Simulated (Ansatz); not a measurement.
Ansatz (an electronic-structure program) input (wB97M-V/def2-TZVPD):

Ansatz 0.2 input:
```yaml
crystal:
  periodic: [false, false, false]
  atoms:
    - {symbol: O, position_ang: [1.15230197, -0.04300574, 0.03429933]}
    - {symbol: C, position_ang: [-0.04514173, 0.30991463, 0.00244234]}
    - {symbol: O, position_ang: [-1.09223509, -0.36937562, -0.03754919]}
    - {symbol: H, position_ang: [-0.20968472, 1.43956304, 0.01134476]}
basis:
  gaussian:
    orbitals: def2-TZVPD
hamiltonian:
  xc: {name: wB97M-V}
total_charge: -1
output: {forces: true}
```

End of the output:

```
integrals: 0.04 GiB planned
593 factors; their error is unknown
integrals: 0.07 GiB planned
187 factors; integrals over basis functions are off by at most 2.0e-5 eV
mean field: 0.46 GiB planned
mean field evaluation 1: about -5147.7828 eV, gradient 2.8e1 eV
mean field evaluation 2: about -5147.7447 eV, gradient 3.3e1 eV
mean field evaluation 4: about -5149.3478 eV, gradient 1.2e0 eV
mean field evaluation 8: about -5149.3582 eV, gradient 3.0e-1 eV
mean field evaluation 16: about -5149.3584 eV, gradient 7.3e-5 eV
mean field -5149.35835523 eV, -189.2354291944 hartree, gradient 6.4e-5 eV, S^2 0.000000; 0 other end points of the search recorded, 0 dependent functions left out
the calculation of the forces begins
reference -5149.35840312 eV, -189.2354309540 hartree; 12, 12 occupied and 114, 114 virtual orbitals, 593 factors
Total energy: -5149.35840312 eV, -189.2354309540 hartree
Atom 0 at     1.152302    -0.043006     0.034299 Å, force    -0.092310    -0.015962    -0.002986 eV/Å
Atom 1 at    -0.045142     0.309915     0.002442 Å, force    -0.027583     0.189366     0.001492 eV/Å
Atom 2 at    -1.092235    -0.369376    -0.037549 Å, force     0.093035     0.010988     0.002947 eV/Å
Atom 3 at    -0.209685     1.439563     0.011345 Å, force     0.026858    -0.184391    -0.001453 eV/Å
Dipole moment:    -0.043403     0.297980     0.002348 e Å
```
